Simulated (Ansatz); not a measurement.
One geometry of Li₁₉⁺, several levels of theory.

```yaml
crystal:
  periodic: [false, false, false]
  atoms:
    - {symbol: Li, position_ang: [1.421098, -0.531924, 0.637407]}
    - {symbol: Li, position_ang: [-0.357694, -0.672290, -1.456068]}
    - {symbol: Li, position_ang: [-2.443793, -1.515207, 0.155227]}
    - {symbol: Li, position_ang: [1.800825, 1.222425, -1.616237]}
    - {symbol: Li, position_ang: [-2.819606, -0.062182, -2.486054]}
    - {symbol: Li, position_ang: [-1.528380, 3.813418, 1.076893]}
    - {symbol: Li, position_ang: [3.955507, 0.301530, 0.607075]}
    - {symbol: Li, position_ang: [-0.891745, 0.986481, 0.757952]}
    - {symbol: Li, position_ang: [1.336294, 2.547610, 1.035616]}
    - {symbol: Li, position_ang: [-1.022515, 2.299322, -1.648227]}
    - {symbol: Li, position_ang: [-3.525256, 1.407700, 0.586136]}
    - {symbol: Li, position_ang: [-1.268307, -2.865383, -2.780995]}
    - {symbol: Li, position_ang: [1.846603, 0.434229, 3.169416]}
    - {symbol: Li, position_ang: [2.342986, -1.760307, -1.865985]}
    - {symbol: Li, position_ang: [2.730088, -2.481737, 2.010073]}
    - {symbol: Li, position_ang: [0.086417, -0.060823, -4.023714]}
    - {symbol: Li, position_ang: [-0.420842, -1.416774, 2.534474]}
    - {symbol: Li, position_ang: [-1.501157, 1.485941, 3.278402]}
    - {symbol: Li, position_ang: [0.259476, -3.132027, 0.028590]}
basis:
  gaussian: {orbitals: STO-3G}
total_charge: 1
hamiltonian: {xc: hf}
scf: {omitted_lower_state_checks: [starts]}
output: {orbitals: {seedname: orbitals}}
```

The file start.molden holds the orbitals of an earlier run on this structure, at another level or in another basis.

```sh
$ ansatz run in.yaml --threads 4 --pin off --events-out ev --progress --plain --max-ram 4787MiB
```

Shortened log:

```
Functional definition: HF
1152 factors; integrals over basis functions are off by at most 2.6e-4 eV
mean field evaluation 1: about -3789.3945 eV, gradient 1.8e1 eV
mean field evaluation 2: about -3789.8596 eV, gradient 1.8e1 eV
mean field evaluation 4: about -3792.3032 eV, gradient 2.7e0 eV
mean field evaluation 8: about -3792.4155 eV, gradient 2.3e-1 eV
mean field evaluation 16: about -3792.4195 eV, gradient 1.4e-5 eV
mean field -3792.41949872 eV, -139.3688459836 hartree, gradient 1.4e-5 eV, S^2 0.000000; 0 other end points of the search recorded, 0 dependent functions left out
reference -3792.41949872 eV, -139.3688459836 hartree; 28, 28 occupied and 67, 67 virtual orbitals, 1152 factors
Total energy: -3792.41949872 eV, -139.3688459836 hartree
Checks for a lower state left out: starts
```

It took 0.8 s on 4 threads of Arm Neoverse V2 on a shared host.

As the first input, with `gaussian: {orbitals: def2-SVP, initial_orbitals: start.molden}`, `correlation: {method: ccsd_t}` and without the key `hamiltonian` (abridged; 3.2 min):

```
Functional definition: HF
mean field evaluation 16: about -3839.8387 eV, gradient 1.1e1 eV
mean field evaluation 32: about -3841.8976 eV, gradient 5.6e0 eV
mean field evaluation 64: about -3842.2810 eV, gradient 1.3e-2 eV
mean field -3844.16433347 eV, -141.2704335869 hartree, gradient 1.8e-6 eV, S^2 0.000000; 1 other end points of the search recorded, 0 dependent functions left out; unrestricted orbitals would lower it
mean field evaluation 96: about -3844.3308 eV, gradient 6.0e-1 eV
determinant -3844.16433347 eV, -141.2704335869 hartree, with singles and doubles -3855.26232014 eV, -141.6782770744 hartree
determinant -3842.28103902 eV, -141.2012237923 hartree, with singles and doubles -3853.62305695 eV, -141.6180352633 hartree
second order -10.72533632 eV of doubles, -0.00000000 eV of singles
cycle   1  -11.09123112 eV  change    -1.3e0 eV  update   3.7e-2
cycle   2  -11.13934298 eV  change   -4.8e-2 eV  update   1.0e-2
cycle   3  -11.13339811 eV  change    5.9e-3 eV  update   5.4e-3
cycle   4  -11.13420060 eV  change   -8.0e-4 eV  update   2.5e-3
cycle   5  -11.13413984 eV  change    6.1e-5 eV  update   1.7e-3
cycle   6  -11.13386820 eV  change    2.7e-4 eV  update   9.7e-4
cycle   7  -11.13432999 eV  change   -4.6e-4 eV  update   4.9e-4
cycle   8  -11.13456449 eV  change   -2.3e-4 eV  update   2.3e-4
cycle   9  -11.13446115 eV  change    1.0e-4 eV  update   1.5e-4
cycle  10  -11.13444708 eV  change    1.4e-5 eV  update   8.8e-5
cycle  11  -11.13444954 eV  change   -2.5e-6 eV  update   4.8e-5
perturbative correction -1.29744029 eV, -0.0476800510 hartree
Total energy: -3856.59622329 eV, -141.7272971112 hartree
Checks for a lower state left out: starts
```

As the first input, with `gaussian: {orbitals: def2-TZVP, initial_orbitals: start.molden}`, `hamiltonian: {xc: pbe0}` (abridged; 9.5 s):

```
Functional definition: PBE0
mean field -3877.61011767 eV, -142.4995434857 hartree, gradient 1.7e-5 eV, S^2 0.000000
Total energy: -3877.61017352 eV, -142.4995455385 hartree
Checks for a lower state left out: starts
```

As the first input, with `gaussian: {orbitals: def2-TZVP, initial_orbitals: start.molden}`, `hamiltonian: {xc: {name: B3LYP}}` (abridged; 8.5 s):

```
Functional definition: B3LYP
mean field -3888.91465347 eV, -142.9149775140 hartree, gradient 1.3e-5 eV, S^2 0.000000
Total energy: -3888.91500888 eV, -142.9149905751 hartree
Checks for a lower state left out: starts
```

Geometry: PBE/def2-SVP.

B3LYP takes the VWN-RPA correlation. Correlated methods freeze no core orbitals; core or outer-core shells of Li are correlated, in sets that lack core-valence functions. The restricted singlet is unstable towards broken spin symmetry in Hartree–Fock (as tested in another run); at HF/STO-3G, PBE0/def2-TZVP, B3LYP/def2-TZVP this wasn't settled. At CCSD(T)/def2-SVP the restricted singlet (for correlated methods, its reference) is unstable: a solution with broken spin symmetry lies lower. The structure comes from a short search, and lower isomers may exist.
